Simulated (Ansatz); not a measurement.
Consider the ligand exchange at the Si–N bond: `[SiH3]N([SiH2]Cl)[SiH2]Cl` + `S[SiH2]Cl` → `Cl[SiH2]S[SiH2]Cl` + `[SiH3]N[SiH2]Cl`.

Calculated with Ansatz (gas phase, PBE0-D4/def2-TZVP geometries, no zero-point term in ΔE). CCSD(T)/CBS adds triple-zeta CCSD(T) − MP2 to the extrapolated MP2 energy (def2 sets, frozen cores). One conformer a species, not always the lowest.

```
                    species  SCS-MP2/def2-TZVPP energy (Eh)
`[SiH3]N([SiH2]Cl)[SiH2]Cl`                     -1845.56076
                `S[SiH2]Cl`                     -1148.32284
        `Cl[SiH2]S[SiH2]Cl`                     -1897.74502
          `[SiH3]N[SiH2]Cl`                     -1096.13939
```

**Question.** Work out ΔE.

**Answer.** ΔE = (-1897.74502) + (-1096.13939) − (-1845.56076) − (-1148.32284) = -0.00081 Eh = -2.1 kJ/mol. CCSD(T)/CBS gives -4.5 kJ/mol.

Largest T1 diagnostic among the species: 0.010.

The D4 term adds +5.3 kJ/mol with B3LYP and +2.8 kJ/mol with PBE0; it sums over pairs of atoms, weighted by their polarisabilities, and B3LYP, whose exchange is more repulsive, gets the larger term. From PBE to PBE0 (25 % exact exchange), in def2-TZVPP and without D4, ΔE moves by +3.7 kJ/mol.

B3LYP here is the variant with VWN-RPA as its local correlation; programs differ in this.
